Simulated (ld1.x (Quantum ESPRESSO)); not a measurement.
An all-electron radial function and its pseudo partner (Bi (Z = 83))

Columns: radius, all-electron u(r) and pseudo u(r) of the 6p shell (level -5.43 eV) of bismuth in the configuration [Xe] 4f14 5d10 6s1 6p4; LDA (PZ), scalar-relativistic, TM semilocal scheme, ld1.x (Quantum ESPRESSO) 7.5.

```
r (bohr)  all-electron  pseudo
   0.123       -0.1332  0.0022
   0.245        0.1242  0.0090
   0.368        0.1567  0.0205
   0.490       -0.0498  0.0369
   0.613       -0.2329  0.0591
   0.735       -0.3011  0.0870
   0.858       -0.2671  0.1217
   0.980       -0.1695  0.1631
   1.103       -0.0413  0.2117
   1.225        0.0918  0.2662
   1.348        0.2180  0.3260
   1.470        0.3281  0.3878
   1.593        0.4212  0.4495
   1.715        0.4955  0.5064
   1.838        0.5533  0.5562
   1.960        0.5955  0.5958
   2.083        0.6248  0.6246
   2.205        0.6427  0.6426
   2.328        0.6512  0.6512
   2.450        0.6519  0.6519
   2.573        0.6464  0.6464
   2.695        0.6358  0.6358
   2.818        0.6212  0.6212
   2.940        0.6037  0.6037
   3.063        0.5837  0.5837
   3.185        0.5623  0.5623
```

How many radial nodes do the two functions have?

The all-electron 6p function has n − l − 1 = 4 (the table is too coarse to show those close to the nucleus); the pseudo-wave has 0, since the states of the same l below it are removed with the core.

At about which radius was the pseudo-wave matched?

2.45 bohr. The columns agree to 0.0005 from 1.96 bohr on; several derivatives are matched, so the curves merge somewhat inside the radius.

Is the pseudo-wave norm-conserving?

Yes: the TM semilocal scheme keeps the norm inside the radius equal to the all-electron one, which fixes the energy derivative of the logarithmic derivative at the level.
